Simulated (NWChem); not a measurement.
All runs are NWChem calculations. System: C3H3F, charge 0, spin multiplicity 1, at a geometry optimised with PBE/def2-SVP. The structure started from a generated list of species. Level: G0W0@PBE0/def2-TZVPP, RI basis def2-tzvpp-rifit.

Output (cleaned and shortened):

```
             Northwest Computational Chemistry Package (NWChem) 7.3.0
             --------------------------------------------------------

                                NWChem Input Module
                                -------------------

 Scaling coordinates for geometry "geometry" by  1.889725989
 (inverse scale =  0.529177249)

 Turning off AUTOSYM since
 SYMMETRY directive was detected!

                             Geometry "geometry" -> ""
                             -------------------------

 Output coordinates in angstroms (scale by  1.889725989 to convert to a.u.)

  No.       Tag          Charge          X              Y              Z
 ---- ---------------- ---------- -------------- -------------- --------------
    1 C                    6.0000     1.89012400     0.23567200     0.00000000
    2 C                    6.0000     0.57363500     0.26160900     0.00000000
    3 C                    6.0000    -0.74368800     0.33550800     0.00000000
    4 F                    9.0000    -1.55106800    -0.74776700     0.00000000
    5 H                    1.0000     2.47055000     0.22252400    -0.94077300
    6 H                    1.0000     2.47055000     0.22252400     0.94077300
    7 H                    1.0000    -1.30191000     1.28811800     0.00000000

 Effective nuclear repulsion energy (a.u.)      98.4711667979

            Nuclear Dipole moment (a.u.)
            ----------------------------
        X                 Y               Z
 ---------------- ---------------- ----------------
     0.0000075589    -0.0000056692     0.0000000000

      Symmetry information
      --------------------

 Group name             Cs
 Group number              2
 Group order               2
 No. of unique centers     6

      Symmetry unique atoms

     1    2    3    4    5    7


 Summary of "ao basis" -> "" (spherical)
 ------------------------------------------------------------------------------
       Tag                 Description            Shells   Functions and Types
 ---------------- ------------------------------  ------  ---------------------
 *                         def2-tzvpp                 on all atoms

 new library libraries.bse/

 Summary of "ri basis" -> "" (spherical)
 ------------------------------------------------------------------------------
       Tag                 Description            Shells   Functions and Types
 ---------------- ------------------------------  ------  ---------------------
 *                      def2-tzvpp-rifit              on all atoms

                                 NWChem DFT Module
                                 -----------------

 Summary of "ao basis" -> "ao basis" (spherical)
 ------------------------------------------------------------------------------
       Tag                 Description            Shells   Functions and Types
 ---------------- ------------------------------  ------  ---------------------
 C                         def2-tzvpp               11       31   5s3p2d1f
 F                         def2-tzvpp               11       31   5s3p2d1f
 H                         def2-tzvpp                6       14   3s2p1d

 Summary of "ao basis" -> "ao basis" (spherical)
 ------------------------------------------------------------------------------
       Tag                 Description            Shells   Functions and Types
 ---------------- ------------------------------  ------  ---------------------
 C                         def2-tzvpp               11       31   5s3p2d1f
 F                         def2-tzvpp               11       31   5s3p2d1f
 H                         def2-tzvpp                6       14   3s2p1d

      Symmetry analysis of basis
      --------------------------

        a'        108
        a"         58

            General Information
            -------------------
          SCF calculation type: DFT
          Wavefunction type:  closed shell.
          No. of atoms     :     7
          No. of electrons :    30
           Alpha electrons :    15
            Beta electrons :    15
          Charge           :     0
          Spin multiplicity:     1
          Use of symmetry is: on ; symmetry adaption is: on
[...]
   Bfn.  Coefficient  Atom+Function         Bfn.  Coefficient  Atom+Function
  ----- ------------  ---------------      ----- ------------  ---------------
    99      0.323857  4 F  px               100     -0.277853  4 F  py
   102      0.266879  4 F  px                67      0.253490  3 C  s
   103     -0.227399  4 F  py                43      0.208007  2 C  px
   105      0.174517  4 F  px                36     -0.150989  2 C  s
   106     -0.149390  4 F  py               154      0.147904  7 H  s

 Vector   14  Occ=2.000000D+00  E=-3.090231D-01  Symmetry=a'
              MO Center=  1.1D+00,  2.6D-01,  3.2D-15, r^2= 1.9D+00
   Bfn.  Coefficient  Atom+Function         Bfn.  Coefficient  Atom+Function
  ----- ------------  ---------------      ----- ------------  ---------------
     7      0.294500  1 C  py                38      0.283686  2 C  py
    10      0.257322  1 C  py                41      0.250608  2 C  py
    13      0.155895  1 C  py                44      0.120632  2 C  py
   154     -0.069139  7 H  s                100      0.064185  4 F  py
   155     -0.064040  7 H  s                 99      0.060824  4 F  px

 Vector   15  Occ=2.000000D+00  E=-2.746722D-01  Symmetry=a"
              MO Center= -1.3D-03,  1.9D-01, -5.2D-15, r^2= 2.3D+00
   Bfn.  Coefficient  Atom+Function         Bfn.  Coefficient  Atom+Function
  ----- ------------  ---------------      ----- ------------  ---------------
    70      0.278396  3 C  pz                39      0.273665  2 C  pz
    73      0.253769  3 C  pz                42      0.241695  2 C  pz
   101     -0.206542  4 F  pz               104     -0.166269  4 F  pz
    45      0.158592  2 C  pz               107     -0.148753  4 F  pz
    76      0.121211  3 C  pz               126      0.091019  5 H  s

 Vector   16  Occ=0.000000D+00  E=-2.797560D-02  Symmetry=a'
              MO Center=  8.6D-01,  2.3D-01, -6.2D-15, r^2= 3.2D+00
   Bfn.  Coefficient  Atom+Function         Bfn.  Coefficient  Atom+Function
  ----- ------------  ---------------      ----- ------------  ---------------
    13      0.517377  1 C  py                44     -0.429572  2 C  py
     7      0.284756  1 C  py                38     -0.277317  2 C  py
    41     -0.252897  2 C  py                10      0.249033  1 C  py
    36      0.239538  2 C  s                155      0.231923  7 H  s
    98     -0.226521  4 F  s                 74     -0.168652  3 C  px

 Vector   17  Occ=0.000000D+00  E= 9.572925D-03  Symmetry=a"
              MO Center=  3.2D-01,  3.0D-01,  2.1D-14, r^2= 3.4D+00
   Bfn.  Coefficient  Atom+Function         Bfn.  Coefficient  Atom+Function
  ----- ------------  ---------------      ----- ------------  ---------------
   127      0.590685  5 H  s                141     -0.590685  6 H  s
    76     -0.513942  3 C  pz                45      0.427253  2 C  pz
    70     -0.311162  3 C  pz                73     -0.300151  3 C  pz
    39      0.295607  2 C  pz                14      0.287454  1 C  pz
    42      0.274488  2 C  pz               107      0.165970  4 F  pz

 Vector   18  Occ=0.000000D+00  E= 6.694308D-02  Symmetry=a'
              MO Center=  2.0D+00,  3.8D-01, -1.3D-14, r^2= 6.0D+00
   Bfn.  Coefficient  Atom+Function         Bfn.  Coefficient  Atom+Function
  ----- ------------  ---------------      ----- ------------  ---------------
     5      1.815268  1 C  s                  4      1.726942  1 C  s
   127     -1.519315  5 H  s                141     -1.519315  6 H  s
    35     -1.140746  2 C  s                 66      0.933861  3 C  s
    36     -0.796721  2 C  s                155     -0.780216  7 H  s
    67      0.543340  3 C  s                 12      0.441698  1 C  px

 center of mass
 --------------
 x =  -0.16803400 y =  -0.08032152 z =   0.00000000

 moments of inertia (a.u.)
 ------------------
          60.396659223910         -90.654302591400           0.000000000000
         -90.654302591400         408.883773348803           0.000000000000
           0.000000000000           0.000000000000         456.539169594796

     Multipole analysis of the density
     ---------------------------------

     L   x y z        total         alpha         beta         nuclear
     -   - - -        -----         -----         ----         -------
     0   0 0 0      0.000000    -15.000000    -15.000000     30.000000

     1   1 0 0      0.497341      0.248667      0.248667      0.000008
     1   0 1 0      0.462247      0.231126      0.231126     -0.000006
     1   0 0 1     -0.000000     -0.000000     -0.000000      0.000000

     2   2 0 0    -14.857755   -118.636637   -118.636637    222.415520
     2   1 1 0     -1.463310    -22.045662    -22.045662     42.628014
     2   1 0 1      0.000000      0.000000      0.000000      0.000000
     2   0 2 0    -17.690359    -23.504324    -23.504324     29.318289
     2   0 1 1     -0.000000     -0.000000     -0.000000      0.000000
     2   0 0 2    -17.034403    -11.677786    -11.677786      6.321168

 Task  times  cpu:       17.7s     wall:       17.7s

                                NWChem Input Module
                                -------------------

                                 NWChem GW Module
                                 ----------------

                             ***********************
                             ***        GW       ***
                             ***********************

 Summary of "ri basis" -> "ri basis" (spherical)
 ------------------------------------------------------------------------------
       Tag                 Description            Shells   Functions and Types
 ---------------- ------------------------------  ------  ---------------------
 C                      def2-tzvpp-rifit            22       76   8s6p4d3f1g
 F                      def2-tzvpp-rifit            22       76   8s6p4d3f1g
 H                      def2-tzvpp-rifit            10       30   4s3p2d1f

                 Memory Information
                 ------------------
          Available GA per process is          1699.8 MBs
          Available stack per process is        700.0 MBs
          Available heap per process is           0.0 MBs

          Peak memory in Initialization
              Peak GA per process is                 10.0 MBs
              Peak stack per process is               0.4 MBs
              Peak heap per process is               10.3 MBs
              Memory not in MA per process            0.0 MBs

          Peak memory in CDGW Calculation
              Peak GA per process is                 12.4 MBs
              Peak stack per process is               2.4 MBs
              Peak heap per process is                3.0 MBs
              Memory not in MA per process            0.0 MBs

          Computing 2-center integrals
          Computing Inverse Cholesky factor
          Computing 3-center integrals
          Computing Vxc

          Computing Sigma_x
          Computing W(iw) on the imaginary grid
          Solving quasiparticle equations

                  Alpha Orbitals
          State     Energy (eV)     Error (eV)
          -----------------------------------
@GW        12        -14.910           0.002
@GW        13        -13.485           0.002
@GW        14        -10.656           0.001
@GW        15         -9.752           0.002
@GW        16          1.500           0.002
@GW        17          2.479           0.002

     GW Timing Statistics
   ------------------------
   Init.   :          0.1s
     ERIs  :          1.2s
     Distr.:          0.0s
     Vxc   :          1.9s
   Vmo     :          0.0s
   iW      :          2.2s
   I_n     :          0.0s
   R_n     :          0.3s
   GW total:          5.7s

 Task  times  cpu:        5.7s     wall:        5.7s

 Total times  cpu:       23.4s     wall:       23.4s
```

Q: Write an NWChem input that would produce this output.

A: Several could match; the one computed here: 
```
start mol
memory heap 200 mb stack 700 mb global 1700 mb
geometry units angstroms nocenter noautoz
  C      1.890124     0.235672     0.000000
  C      0.573635     0.261609     0.000000
  C     -0.743688     0.335508     0.000000
  F     -1.551068    -0.747767     0.000000
  H      2.470550     0.222524    -0.940773
  H      2.470550     0.222524     0.940773
  H     -1.301910     1.288118     0.000000
  symmetry group Cs
end
basis spherical
  * library def2-tzvpp
end
basis "ri basis" bse spherical
  * library def2-tzvpp-rifit
end
dft
  xc pbe0
  iterations 100
  direct
  tolerances tight
end
task dft energy
gw
  method cdgw
  states alpha occ 4 vir 2
end
task dft gw
```
